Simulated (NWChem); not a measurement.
Molecule: SiH4SeS; SMILES [SiH3][Se]S

```xyz
7

Se     0.7790    -0.0412     0.0081
S     -0.7593    -1.6551     0.0537
H     -0.8854    -1.7975    -1.2870
Si    -0.7382     1.6790     0.0095
H     -1.5992     1.6158     1.2246
H     -1.5878     1.6210    -1.2158
H      0.0688     2.9373     0.0116
```
Atoms are numbered in this order, from 1.

All runs use the structure optimised with PBE0/def2-SVP.

Problem. List the 4 lowest vertical singlet excitations from CAM-B3LYP/def2-SVPD, TDA (NWChem).

Solution. 
| state | energy (eV) | oscillator strength | leading excitation (squared amplitude) |
|---|---|---|---|
| S1 | 3.95 | 0.003 | HOMO → LUMO (0.95) |
| S2 | 4.13 | 0.005 | HOMO−1 → LUMO (0.95) |
| S3 | 5.56 | 0.017 | HOMO → LUMO+1 (0.94) |
| S4 | 5.85 | 0.000 | HOMO−1 → LUMO+1 (0.56) |
